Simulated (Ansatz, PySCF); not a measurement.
Donor–acceptor adduct: GaH3 (SMILES [GaH3]) (first 4 atoms) with CH4O (SMILES CO); geometry from B3LYP-D3(BJ)/def2-TZVP, rigid monomers moved along the line of their centres of mass till Ga1···O6 is 3.03 Å.
(charge 0, multiplicity 1):
```xyz
10

Ga    -0.06009    -0.85087     0.70335
H     -1.29185     0.02848     0.26728
H     -0.34587    -2.20268     1.47658
H      1.33152    -0.68725    -0.02213
C     -0.32740     0.64967     4.36788
O      0.55390     0.69697     3.23045
H     -0.39951    -0.36511     4.76118
H     -1.30199     0.96950     4.00907
H      0.02279     1.33708     5.13788
H      1.45155     0.46514     3.49577
```

Counterpoise-corrected where a basis set is named; no monomer relaxation. Rows marked so take none.

Rows in 3-21G, 6-31G*, STO-3G carry no dispersion term and start afresh at each structure (6-31G* with six Cartesian d functions); the Pople sets are all-electron and without relativity. MP2/6-31G* freezes PySCF's default core, which leaves 3d correlated.

Codes used: Ansatz (Gaussian orbitals); PySCF for 3-21G rows, 6-31G* rows, STO-3G rows, the dispersion terms. Each number belongs to the level named beside it.

| level | interaction energy (meV) |
|---|---|
| HF/STO-3G (no counterpoise) | -319.1 |
| HF/3-21G (no counterpoise) | -621.7 |
| HF/aug-cc-pVDZ | -301.9 |
| PBE/def2-TZVPPD | -312.7 |
| BP86/6-31G* (no counterpoise) | -408.9 |
| r2SCAN-D4/def2-TZVPPD | -365.8 |
| B3LYP/def2-TZVPPD | … |
| B3LYP-D3(BJ)/def2-TZVPPD | -352.3 |
| MP2/6-31G* | -350.2 |

Q: Some entries are withheld; supply them.

A: 
- B3LYP/def2-TZVPPD, interaction energy (meV): -287.3

Ansatz is a program for electronic structure.
